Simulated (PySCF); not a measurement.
Method: B3LYP-D3(BJ)/def2-TZVP // r2SCAN-D4/def2-SVP run with PySCF. Gas-phase values, no solvent. B3LYP has the VWN-RPA correlation part, as in Gaussian. 

Reference species: [Zn(Br)2] (neutral, multiplicity 1).

| Property | Result |
|---|---|
| charge on the central atom (meta-Löwdin) | 1.17 e |
| charge on the central atom (Mulliken) | 0.50 e |
| LUMO | -2.07 eV |
| coordination number | 2 |

Changed species: [Zn(Cl)(Br)] (1 of 2 Cl replaced by Br; the reference has 2 of 2 Cl replaced by Br).

### Question
What does the change do to the charge on the central atom (meta-Löwdin), charge on the central atom (Mulliken), LUMO and coordination number?

### Answer
the charge on the central atom (meta-Löwdin) rises by 0.03 e, to 1.20 e; the charge on the central atom (Mulliken) goes up by 0.05 e, to 0.55 e; the LUMO increases by 0.03 eV, to -2.04 eV; the coordination number is nearly the same.
